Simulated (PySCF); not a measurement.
Species: C6H6F3P.
SMILES with atom numbers: `[CH:1]#[C:2][CH2:3][P:4]([CH:5]=[CH2:6])[C:7]([F:8])([F:9])[F:10]` (hydrogens: H11 on C1; H12, H13 on C3; H14 on C5; H15, H16 on C6)

The same species was optimised twice, with GFN2-xTB and with PBE0-D3(BJ)/def2-SVP (PySCF), and the same property calculations (PySCF, gas phase) were run on both structures.

| coordinate | GFN2-xTB | PBE0-D3(BJ)/def2-SVP | change |
| --- | --- | --- | --- |
| C1≡C2 (Å) | 1.197 | 1.211 | +0.014 |
| C5=C6 (Å) | 1.324 | 1.335 | +0.011 |
| C7–F9 (Å) | 1.344 | 1.335 | -0.009 |
| C3–P4 (Å) | 1.870 | 1.876 | +0.006 |
| P4–C7 (Å) | 1.897 | 1.892 | -0.005 |
| C2–C3 (Å) | 1.444 | 1.450 | +0.006 |
| C7–F10 (Å) | 1.343 | 1.338 | -0.005 |
| C7–F8 (Å) | 1.338 | 1.336 | -0.002 |
| P4–C5 (Å) | 1.821 | 1.821 | 0.000 |
| C5–P4–C7 (°) | 97.0 | 99.7 | +2.7 |
| C3–P4–C5 (°) | 97.8 | 99.5 | +1.7 |
| C2–C3–P4 (°) | 109.2 | 110.8 | +1.6 |
| P4–C5–C6 (°) | 124.8 | 126.4 | +1.6 |
| P4–C7–F10 (°) | 110.2 | 108.7 | -1.5 |
| P4–C7–F8 (°) | 112.0 | 110.9 | -1.1 |
| F8–C7–F10 (°) | 107.0 | 107.9 | +0.9 |
| F9–C7–F10 (°) | 106.3 | 107.1 | +0.8 |
| C2–C3–P4–C5 (°) | -70 | -68 | +2 |
| C3–P4–C5–C6 (°) | -149 | -146 | +3 |
| C3–P4–C7–F8 (°) | 177 | 173 | -4 |

Rotational constants: A = 1771, B = 832.9, C = 661.5 MHz (GFN2-xTB) against A = 1729, B = 826.7, C = 650.2 MHz (PBE0-D3(BJ)/def2-SVP). Point groups within 0.08 Å: C1 and C1.

On the GFN2-xTB structure: HOMO (eV) -7.37 [PBE0/pcSseg-1]; LUMO (eV) -0.80 [PBE0/pcSseg-1]; dipole (D) 1.85 [PBE0/pcSseg-1]; GIAO shielding of C1 (ppm) 108.6 [PBE0/pcSseg-1]; GIAO shielding of C2 (ppm) 104.4 [PBE0/pcSseg-1]; GIAO shielding of C3 (ppm) 170.5 [PBE0/pcSseg-1]; GIAO shielding of P4 (ppm) 344.1 [PBE0/pcSseg-1]; GIAO shielding of C5 (ppm) 47.6 [PBE0/pcSseg-1]; GIAO shielding of C6 (ppm) 51.2 [PBE0/pcSseg-1]; GIAO shielding of C7 (ppm) 45.5 [PBE0/pcSseg-1]; GIAO shielding of F8/F9/F10 (mean) (ppm) 247.1 [PBE0/pcSseg-1].

What do these properties become on the PBE0-D3(BJ)/def2-SVP structure?

```tsv
property	level	on GFN2-xTB	on PBE0-D3(BJ)/def2-SVP	change
HOMO (eV)	PBE0/pcSseg-1	-7.37	-7.26	+0.11
LUMO (eV)	PBE0/pcSseg-1	-0.80	-0.80	0.00
dipole (D)	PBE0/pcSseg-1	1.85	1.77	-0.08
energy, GFN2-xTB geometry as zero (kcal/mol)	PBE0/pcSseg-1	0.0	-0.8	-0.8
GIAO shielding of C1 (ppm)	PBE0/pcSseg-1	108.6	106.7	-1.9
GIAO shielding of C2 (ppm)	PBE0/pcSseg-1	104.4	104.0	-0.4
GIAO shielding of C3 (ppm)	PBE0/pcSseg-1	170.5	169.2	-1.3
GIAO shielding of P4 (ppm)	PBE0/pcSseg-1	344.1	336.9	-7.2
GIAO shielding of C5 (ppm)	PBE0/pcSseg-1	47.6	46.5	-1.1
GIAO shielding of C6 (ppm)	PBE0/pcSseg-1	51.2	49.2	-2.0
GIAO shielding of C7 (ppm)	PBE0/pcSseg-1	45.5	47.5	+2.0
GIAO shielding of F8/F9/F10 (mean) (ppm)	PBE0/pcSseg-1	247.1	250.5	+3.4
```

The heavy atoms differ by 0.061 Å rms after alignment. Among bonds between heavy atoms C1≡C2 changes most (+0.014 Å). Changes are differences of the printed values. Neither structure is proved a minimum here.

Conformer computed: `[CH:1]#[C:2][CH2:3][P:4]([CH:5]=[CH2:6])[C:7]([F:8])([F:9])[F:10]`: C2–C3–P4–C5 -68°, C3–P4–C5–C6 -146°, C3–P4–C7–F8 173°.
